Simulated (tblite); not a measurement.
Species: C4H9BF3P.
Bonds: B1–P2, P2–C3, P2–C4, P2–C5, C5–F6, C5–C7 (double), C7–F8, C7–F9. Hydrogens: H10, H11, H12 on B1; H13, H14, H15 on C3; H16, H17, H18 on C4.
Bond orders are those of one Lewis drawing.

Computed with GFN2-xTB (tblite), gas phase: L-BFGS steps from a force-field or distance-geometry start until the largest atomic force falls under 0.01 eV/Å.

Step 26: E = -845.5450 eV
```
atom  x, y, z in Å  |  force x, y, z in eV/Å
B1     -0.8428    1.8945    0.3092   -0.027   0.070   0.005
P2     -0.3351    0.0835   -0.0699    0.000   0.008  -0.007
C3     -0.6427   -1.1968    1.2084    0.009   0.008  -0.028
C4     -1.0454   -0.6704   -1.5768    0.033  -0.007   0.011
C5      1.4484   -0.1861   -0.4285   -0.018   0.054  -0.013
F6      1.7935   -0.5746   -1.6691   -0.017  -0.014  -0.018
C7      2.3924    0.1638    0.4350   -0.001   0.024   0.006
F8      3.7027    0.1308    0.2649    0.026  -0.025   0.007
F9      2.0807    0.5605    1.6600    0.016  -0.019   0.057
H10    -2.0354    1.8432    0.2495    0.047  -0.013   0.017
H11    -0.4289    2.1401    1.3966   -0.004  -0.020  -0.068
H12    -0.3554    2.5512   -0.5582   -0.034  -0.048   0.028
H13    -1.7158   -1.2198    1.3899   -0.005   0.005   0.032
H14    -0.3043   -2.1785    0.8838    0.004  -0.030  -0.005
H15    -0.1372   -0.9154    2.1293   -0.014   0.015   0.012
H16    -0.7909   -0.0456   -2.4308   -0.018   0.008  -0.022
H17    -2.1281   -0.6970   -1.4707    0.001   0.026   0.013
H18    -0.6646   -1.6771   -1.7342    0.003  -0.041  -0.027
```

Step 27: E = -845.5459 eV
```
atom  x, y, z in Å  |  force x, y, z in eV/Å
B1     -0.8449    1.8961    0.3089   -0.020   0.052   0.002
P2     -0.3372    0.0832   -0.0681    0.020   0.032  -0.045
C3     -0.6423   -1.1994    1.2085    0.011   0.040  -0.046
C4     -1.0437   -0.6722   -1.5770    0.028   0.000   0.020
C5      1.4475   -0.1798   -0.4284   -0.024   0.040   0.003
F6      1.7900   -0.5688   -1.6699   -0.010  -0.008   0.001
C7      2.3930    0.1635    0.4365   -0.002   0.014  -0.001
F8      3.7033    0.1204    0.2666    0.022  -0.014   0.002
F9      2.0855    0.5620    1.6622    0.008  -0.028   0.042
H10    -2.0368    1.8449    0.2533    0.031  -0.011   0.017
H11    -0.4270    2.1433    1.3940   -0.002  -0.019  -0.057
H12    -0.3598    2.5508   -0.5611   -0.031  -0.050   0.023
H13    -1.7153   -1.2185    1.3895   -0.012  -0.015   0.037
H14    -0.3041   -2.1802    0.8813   -0.001  -0.027   0.009
H15    -0.1369   -0.9151    2.1282   -0.006  -0.001   0.024
H16    -0.7905   -0.0462   -2.4308   -0.008  -0.004  -0.016
H17    -2.1265   -0.6982   -1.4723   -0.003   0.018   0.016
H18    -0.6628   -1.6796   -1.7330   -0.001  -0.019  -0.030
```

Step 28: E = -845.5465 eV
```
atom  x, y, z in Å  |  force x, y, z in eV/Å
B1     -0.8469    1.8979    0.3086   -0.010   0.012  -0.004
P2     -0.3386    0.0836   -0.0675    0.028   0.042  -0.058
C3     -0.6418   -1.2007    1.2080    0.008   0.049  -0.041
C4     -1.0423   -0.6736   -1.5771    0.013   0.004   0.011
C5      1.4467   -0.1740   -0.4283   -0.013   0.026   0.013
F6      1.7877   -0.5642   -1.6703   -0.006  -0.001   0.019
C7      2.3935    0.1639    0.4377    0.001   0.005  -0.002
F8      3.7039    0.1121    0.2680    0.008  -0.004  -0.002
F9      2.0895    0.5630    1.6645    0.003  -0.036   0.019
H10    -2.0373    1.8457    0.2563   -0.001  -0.007   0.016
H11    -0.4255    2.1449    1.3909    0.007  -0.010  -0.028
H12    -0.3635    2.5491   -0.5629   -0.021  -0.031   0.002
H13    -1.7150   -1.2174    1.3899   -0.006  -0.026   0.033
H14    -0.3042   -2.1821    0.8802   -0.007  -0.009   0.019
H15    -0.1369   -0.9147    2.1277   -0.001  -0.013   0.019
H16    -0.7908   -0.0466   -2.4310    0.001  -0.015  -0.009
H17    -2.1255   -0.6985   -1.4731    0.001   0.010   0.019
H18    -0.6620   -1.6819   -1.7332   -0.004   0.004  -0.026
```

Step 29: E = -845.5470 eV
```
atom  x, y, z in Å  |  force x, y, z in eV/Å
B1     -0.8483    1.8993    0.3083   -0.004  -0.022  -0.009
P2     -0.3390    0.0846   -0.0682    0.019   0.033  -0.042
C3     -0.6414   -1.2007    1.2070    0.003   0.039  -0.021
C4     -1.0413   -0.6744   -1.5771   -0.001   0.005  -0.004
C5      1.4461   -0.1700   -0.4281    0.004   0.015   0.014
F6      1.7865   -0.5611   -1.6702   -0.004   0.004   0.026
C7      2.3939    0.1642    0.4386    0.005  -0.002   0.003
F8      3.7044    0.1069    0.2689   -0.004   0.001  -0.004
F9      2.0922    0.5631    1.6663    0.001  -0.038   0.005
H10    -2.0375    1.8459    0.2585   -0.027  -0.004   0.015
H11    -0.4244    2.1454    1.3884    0.016  -0.001  -0.002
H12    -0.3661    2.5473   -0.5641   -0.011  -0.007  -0.021
H13    -1.7148   -1.2173    1.3908    0.007  -0.025   0.022
H14    -0.3045   -2.1833    0.8801   -0.011   0.015   0.022
H15    -0.1372   -0.9148    2.1276   -0.001  -0.016   0.004
H16    -0.7910   -0.0472   -2.4313    0.005  -0.019  -0.007
H17    -2.1248   -0.6984   -1.4733    0.007   0.006   0.021
H18    -0.6617   -1.6832   -1.7339   -0.005   0.018  -0.020
```

**Question.** Estimate the geometry and energy of step 30. (The exact step hangs on the optimiser's Hessian estimate; all steps are aligned on step 29, rigid shifts and turns removed.)

**Answer.** E = -845.5473 eV, largest force 0.041 eV/Å
```
atom  x, y, z in Å  |  force x, y, z in eV/Å
B1     -0.8496    1.9001    0.3080   -0.002  -0.038  -0.011
P2     -0.3391    0.0862   -0.0693    0.003   0.015  -0.014
C3     -0.6410   -1.1998    1.2058   -0.002   0.021   0.001
C4     -1.0405   -0.6749   -1.5771   -0.009   0.005  -0.017
C5      1.4456   -0.1668   -0.4277    0.016   0.005   0.011
F6      1.7856   -0.5589   -1.6696    0.000   0.006   0.022
C7      2.3942    0.1644    0.4392    0.007  -0.006   0.009
F8      3.7047    0.1029    0.2693   -0.009   0.005  -0.005
F9      2.0941    0.5622    1.6677    0.001  -0.036   0.000
H10    -2.0381    1.8462    0.2605   -0.039  -0.002   0.013
H11    -0.4233    2.1460    1.3864    0.021   0.003   0.013
H12    -0.3684    2.5458   -0.5654   -0.006   0.011  -0.035
H13    -1.7144   -1.2178    1.3920    0.018  -0.017   0.009
H14    -0.3049   -2.1837    0.8801   -0.012   0.034   0.018
H15    -0.1373   -0.9153    2.1277    0.000  -0.013  -0.011
H16    -0.7909   -0.0480   -2.4318    0.006  -0.017  -0.011
H17    -2.1241   -0.6984   -1.4731    0.011   0.003   0.021
H18    -0.6613   -1.6838   -1.7346   -0.005   0.022  -0.014
```

The energy changes by -0.0003 eV. The first-order estimate −F·Δx gives -0.0005 eV and the mean of the old and new forces, exact on a quadratic surface, -0.0003 eV. The step makes an angle of 63° with the force vector and moves no atom by more than 0.004 Å.

The cost below is that of the whole relaxation. On an Arm Neoverse V2 with one thread, shared host with 32 logical CPUs at a one-minute load of 20, this took 0.59 s of wall time.
